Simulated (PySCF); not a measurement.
## A small calculation by hand: chemical shift, span and skew from a shielding tensor

C6H5F, SMILES C#CC(/C=C\F)=C. Atoms are numbered in the order given.

```xyz
12

C     -2.1436    -0.9815     0.0000
C     -0.9348    -0.8909     0.0000
C      0.4974    -0.8175     0.0000
C      1.2214    -1.9587     0.0000
C      1.1707     0.4826     0.0000
C      0.6327     1.7064     0.0000
F     -0.6661     1.9550     0.0000
H     -3.2156    -1.0495     0.0000
H      0.7347    -2.9351     0.0000
H      2.3137    -1.9271     0.0000
H      2.2631     0.4555     0.0000
H      1.2357     2.6193     0.0000
```

Coordinates come from a PBE0-D3(BJ)/def2-SVP optimisation. The structure was generated by enumeration; whether it is a known compound was not checked. Other conformers were not sampled.

GIAO shieldings from PBE/pcSseg-1 in PySCF, non-relativistic, no solvent. The symmetric part of the tensor of C4 has the principal values -58.7, 63.1, 141.7 ppm. The same nucleus in TMS has σ = 182.0 ppm at this level (PySCF, at its B3LYP-D3(BJ)/def2-TZVP geometry).

**Question.** Work out the isotropic shielding, the ¹³C shift against TMS, the span and the skew.

**Answer.** 
σ(iso) = (σ11 + σ22 + σ33)/3 = 48.7 ppm. δ = σ(ref) − σ(iso) = 182.0 − (48.7) = 133.3 ppm.
Span Ω = σ33 − σ11 = 200.4 ppm. Skew κ = 3(σ(iso) − σ22)/Ω = -0.22. Tumbling in solution averages the tensor to δ; in a static solid the shielding alone would spread this spin-1/2 line over Ω.
